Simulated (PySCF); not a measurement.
## Structure from NMR data

An unknown has the formula C₅H₉NOSi₂. Its calculated NMR data are:

$^{1}$H NMR (600 MHz, computed): δ 8.45 (s, 1H), 7.54 (d, 1H), 6.97 (t, 1H), 6.32 (m, 1H), 5.25 (s, 2H), 4.66 (m, 2H), 4.16 (br s, 1H).

$^{13}$C{$^{1}$H} NMR (computed): δ 168.2, 167.9, 160.0, 152.7, 134.4.

Theory: coordinates at the GFN2-xTB level, GIAO PBE0/pcSseg-1 shieldings, in PySCF 2.14.0 with density-fitted response routines (non-relativistic, no solvent, one computed conformer, averaged over atoms made equivalent by symmetry, fast rotation or ring inversion).

References, each an isolated molecule treated in the same way: TMS for $^{1}$H (31.72 ppm), $^{13}$C (186.93 ppm).

Problem. Choose the structure that fits.
A. O=CN[SiH2]C1=C[SiH2]C=C1
B. O=CNC1=C[SiH2]C=C[SiH2]1
C. N#CC1=C(CCO)[SiH2][SiH2]1
D. C=C1C[C@](C#N)(O[SiH3])[SiH2]1
E. N#C[C@@]12CO[C@@H](C1)[SiH2][SiH2]2
F. C#CC(=O)[C@@H]1C[SiH2][Si@H]1N

Solution. A. 

1. Rings plus π bonds: 4 (1 ring in the answer).
2. 5 carbon signals for 5 carbons: no two carbons are equivalent.
3. Carbon types of the structure: 1 × C, 4 × CH, leaving 5 H on heteroatoms.
4. δC 168.2: amide carbonyl carbon; it is a carbonyl in resonance with an O or N lone pair, the region of acids, esters and amides.
5. δC 167.9: fully substituted alkene carbon.
6. δC 160.0, 152.7, 134.4: alkene CH; as expected for a trigonal carbon in a double bond.
7. δH 7.54, 6.97, 6.32: hydrogen on an alkene CH; a vinylic proton, deshielded by the sp2 carbon and the C=C anisotropy.
8. δH 4.16: hydrogen on an amide-type nitrogen; exchangeable, gas-phase position.

The others: C=C1C[C@](C#N)(O[SiH3])[SiH2]1 would give 7 signals for carbon-bound and other non-exchanging H, not 6; C#CC(=O)[C@@H]1C[SiH2][Si@H]1N would give 7 signals for carbon-bound and other non-exchanging H, not 6; N#C[C@@]12CO[C@@H](C1)[SiH2][SiH2]2 would give 9 signals for carbon-bound and other non-exchanging H, not 6; N#CC1=C(CCO)[SiH2][SiH2]1 would give 4 signals for carbon-bound and other non-exchanging H, not 6; O=CNC1=C[SiH2]C=C[SiH2]1 has carbons computed at 165.1, 162.2, 151.6, 142.3, 117.1.

OH and NH positions are those of a molecule without intermolecular hydrogen bonds; in solution they move with solvent, concentration and temperature, and exchange usually removes their couplings. Shifts are as computed. Against solution values, carbons near 30 ppm lie about +3 ppm off and those near 130 ppm about +5 ppm. Of 1211 compounds with measured shifts, 218 miss one by over three times the rms of a fit or turn the order of signals round; such compounds aren't used in these exercises. The C=O carbon of an acid or of an amide with N–H lies up to 10 ppm further downfield in solution, through hydrogen bonding that the calculation lacks. No couplings were computed; multiplicities are counted from neighbouring protons, with m where these are inequivalent, close in shift, in a saturated or five-membered ring or joined by F or P, and br s for small geminal =CH2 splittings.
